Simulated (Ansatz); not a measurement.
Geometry optimisation, RKS PBE0-D4/def2-SVP (Ansatz).

Input file:

```yaml
crystal:
  periodic: [false, false, false]
  atoms:
    - { symbol: S, position_ang: [0.2743, 2.1822, 1.0418] }
    - { symbol: Sn, position_ang: [1.1651, 0.3211, -0.122] }
    - { symbol: O, position_ang: [-0.1615, -0.3609, -1.4687] }
    - { symbol: B, position_ang: [-1.0573, -1.0705, -0.6764] }
    - { symbol: Cl, position_ang: [-2.6844, -0.2405, -0.1761] }
    - { symbol: H, position_ang: [-0.7092, 1.4367, 1.704] }
    - { symbol: H, position_ang: [2.6613, 0.8167, -0.9391] }
    - { symbol: H, position_ang: [1.5893, -0.9142, 1.032] }
    - { symbol: H, position_ang: [-0.9891, -2.217, -0.4126] }
basis:
  gaussian: { orbitals: def2-SVP }
hamiltonian:
  xc: pbe0
  dispersion: d4
relax:
  f_tol: 0.02
  max_steps: 50
```

Launched with:

```bash
$ ansatz run input.yaml --threads 2 --pin off --max-ram 3072MiB --backend cpu --events-out ev --progress --plain --runs-dir out
```

Q: Where does it end, and by what steps?

A: The run converged. After 21 steps the energy has fallen by 0.960 eV; Cl5 moved furthest, 1.51 Å.

```tsv
step	energy less start (eV)	largest force component (eV/Å)	accepted
0	0.0000	2.177	yes
1	-0.2568	2.153	yes
2	-0.4270	1.526	yes
3	-0.5012	1.062	yes
4	-0.5842	0.538	yes
5	-0.6471	0.315	yes
6	-0.7065	0.371	yes
7	-0.7675	0.253	yes
8	-0.8115	0.288	yes
9	-0.7430	1.361	no
10	-0.8296	0.206	yes
11	-0.8436	0.153	yes
12	-0.8554	0.282	yes
13	-0.8696	0.458	yes
14	-0.9032	0.245	yes
15	-0.9196	0.378	yes
16	-0.9387	0.365	yes
17	-0.8648	1.219	no
18	-0.9558	0.204	yes
19	-0.9594	0.041	yes
20	-0.9593	0.036	no
21	-0.9597	0.018	yes
```

```xyz
9
Properties=species:S:1:pos:R:3
S 0.162 2.405 0.642
Sn 1.280 0.353 0.104
O 0.056 -0.723 -1.119
B -1.137 -1.180 -0.787
Cl -1.803 -0.889 0.867
H -0.826 1.751 1.295
H 2.592 0.704 -0.922
H 1.596 -0.653 1.442
H -1.833 -1.815 -1.539
```

Whether the end is a true minimum wasn't checked by a vibrational analysis.

Time of the run: 83 s on 2 threads of Arm Neoverse V2, on a shared host, peak memory 0.28 GiB.
